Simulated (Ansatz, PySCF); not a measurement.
Cl₂H₅NSi₂, SMILES N[SiH2][SiH](Cl)Cl. Atoms are numbered in the order given.

```xyz
10

Si     0.4631     0.6549     0.0000
Cl     1.0455    -0.4222     1.6956
Cl     1.0456    -0.4221    -1.6956
Si    -1.8859     0.6069     0.0000
N     -2.4059    -1.0526     0.0000
H      1.2384     1.9241     0.0000
H     -2.3952     1.2819    -1.2268
H     -2.3952     1.2819     1.2267
H     -2.1910    -1.6015     0.8298
H     -2.1911    -1.6015    -0.8298
```
Charge 0, spin multiplicity 1.

Geometry optimised at B3LYP-D3(BJ)/def2-SVP. The structure was generated by enumeration, and PubChem lists no compound with its InChIKey, so it may never have been made. The values are those of a single conformer.

Two levels are set side by side: PBE-D3(BJ)/def2-SVP (Ansatz, a program for electronic structure) and B3LYP-D3(BJ)/def2-SVP (Ansatz). Each level has its own optimised geometry; the coordinates shown are those of the second. Frequencies come from the Hessian of PySCF at each geometry. Differences are taken from unrounded values.

| quantity | B3LYP-D3(BJ) |
|---|---|
| mean bond length (Å) | 1.642 |
| bond Si1–Cl2 (Å) | 2.092 |
| bond Si1–Cl3 (Å) | 2.092 |
| bond Si1–Si4 (Å) | 2.349 |
| bond Si4–N5 (Å) | 1.739 |
| bond Si1–H6 (Å) | 1.487 |
| bond Si4–H7 (Å) | 1.490 |
| bond Si4–H8 (Å) | 1.490 |
| bond N5–H9 (Å) | 1.018 |
| bond N5–H10 (Å) | 1.018 |
| highest harmonic wavenumber (cm⁻¹) | 3630 |
| mean harmonic wavenumber (cm⁻¹) | 1020 |
| zero-point energy (kcal/mol) | 35.00 |

Q: What does PBE-D3(BJ) give, and how far is it from B3LYP-D3(BJ)? (The exact figures need the calculation; the answer reports its results.)

A: 
| quantity | PBE-D3(BJ) | PBE-D3(BJ) minus B3LYP-D3(BJ) |
|---|---|---|
| mean bond length (Å) | 1.651 | 0.010 |
| bond Si1–Cl2 (Å) | 2.096 | 0.005 |
| bond Si1–Cl3 (Å) | 2.096 | 0.005 |
| bond Si1–Si4 (Å) | 2.355 | 0.006 |
| bond Si4–N5 (Å) | 1.752 | 0.013 |
| bond Si1–H6 (Å) | 1.503 | 0.015 |
| bond Si4–H7 (Å) | 1.503 | 0.013 |
| bond Si4–H8 (Å) | 1.503 | 0.013 |
| bond N5–H9 (Å) | 1.026 | 0.008 |
| bond N5–H10 (Å) | 1.026 | 0.008 |
| highest harmonic wavenumber (cm⁻¹) | 3544 | -86 |
| mean harmonic wavenumber (cm⁻¹) | 993 | -27 |
| zero-point energy (kcal/mol) | 34.06 | -0.93 |

Exact exchange shortens and stiffens bonds; PBE has none. Differences between two approximate levels are no errors against the true value.
